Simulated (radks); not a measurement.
Q: These are the eigenvalues of the occupied orbitals of an atom or ion with whole-number occupations (hartree). Calculated with a radial shooting solver on a logarithmic mesh with Libxc functionals: Dirac Kohn-Sham, PBE, spin-unpolarised, spherical densities, finite nucleus; Fermi nuclear charge, rms radius of each element as measured or else 0.836 A^(1/3) + 0.57 fm.

orbital  eigenvalue
1s1/2     -819.0013
2s1/2     -128.7695
2p1/2     -120.0238
2p3/2     -115.2002
3s1/2     -32.79866
3p1/2     -29.39803
3p3/2     -28.55909
3d3/2     -22.56242
3d5/2     -22.39593
4s1/2     -13.43584

Which element is it, and in what charge state? The configuration may be excited. Open shells, if any, fill j = l - 1/2 first.

A: Z = 44, ruthenium, charge +15: Ru15+ in [Ar] 3d10 4s1. The list shows which subshells hold electrons but not how many an open one holds; the 1s level, -819 hartree, gives Z - s = 40.5 by -(Z - s)^2/2, which with screening and relativity narrows Z to a few neighbours, and the depths of the outer levels then fix element, charge and occupations together.
